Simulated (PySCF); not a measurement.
Species: C7H15Al.
Cartesian coordinates in Å at the PBE0-D3(BJ)/def2-SVP level; atoms count from 1:
```xyz
23
C7H15Al angstrom
C     -3.5509    0.4320   -0.4339
C     -2.1840   -0.2097   -0.6091
C     -1.1407    0.2986    0.3771
C      0.2294   -0.3506    0.2263
C      1.2700    0.1198    1.2602
C      2.6794   -0.3843    0.9162
C      3.0579   -0.0247   -0.5338
Al     1.3118   -0.1994   -1.4233
H     -3.5005    1.5240   -0.5742
H     -3.9503    0.2506    0.5770
H     -4.2824    0.0382   -1.1559
H     -2.2725   -1.3060   -0.5042
H     -1.8236   -0.0405   -1.6404
H     -1.5222    0.1444    1.4063
H     -1.0477    1.3960    0.2688
H      0.1045   -1.4483    0.3643
H      0.9913   -0.1892    2.2846
H      1.2837    1.2271    1.2764
H      3.4096    0.0038    1.6476
H      2.6924   -1.4836    1.0336
H      3.9091   -0.6098   -0.9155
H      3.3724    1.0366   -0.5907
H      0.9219   -0.2103   -2.9695
```

Method used: PBE0-D3(BJ)/def2-SVP geometry optimisation, gas phase (PySCF 2.14.0).

Which atoms are bound to Al8, and at what distances?

3 atoms: H23 1.595 Å, C7 1.967 Å, C4 1.979 Å. The nearest atom not counted as bound is H16, at 2.49 Å.

List the angles at Al8.

```
     angle  degrees  distance of the outer atoms (Å)
C4–Al8–H23    132.4                             3.27
C7–Al8–H23    131.0                             3.24
 C4–Al8–C7     96.6                             2.95
```

What is the shape at Al8?

Planar: angles 132.4°, 131.0° and 96.6°, sum 360.0°, 0.00 Å off the plane of its three neighbours.

What are the other bond lengths?

C1–C2 1.520 Å; C2–C3 1.523 Å; C3–C4 1.524 Å; C4–C5 1.540 Å; C5–C6 1.536 Å; C6–C7 1.541 Å; C1–H9, C1–H10, C1–H11 1.102 Å; C2–H12 1.105 Å; C2–H13 1.105 Å; C3–H14 1.108 Å; C3–H15 1.107 Å; C4–H16 1.113 Å; C5–H17 1.106 Å; C5–H18 1.108 Å; C6–H19 1.104 Å; C6–H20 1.106 Å. (A selection.)

Give some angles away from the centre.

C1–C2–C3 113.6°, C2–C3–C4 114.2°, C3–C4–C5 114.3°, C3–C4–Al8 122.8°, C5–C4–Al8 99.6°, C4–C5–C6 111.7°, C5–C6–C7 111.1°, C6–C7–Al8 100.8°.

What are the rotational constants (commonest isotopes, rigid rotor)?

A = 3692, B = 831.2, C = 713.1 MHz: a near-prolate asymmetric top.

Point group: C1 (no symmetry element, even within 0.4 Å). Charge 0, singlet. No frequency check.

Time: 3.9 min wall; peak memory 0.80 GiB. Hardware: one thread of an Arm Neoverse N1, no GPU, on a shared host. These figures are those of the optimisation.

One conformer stands for the species.
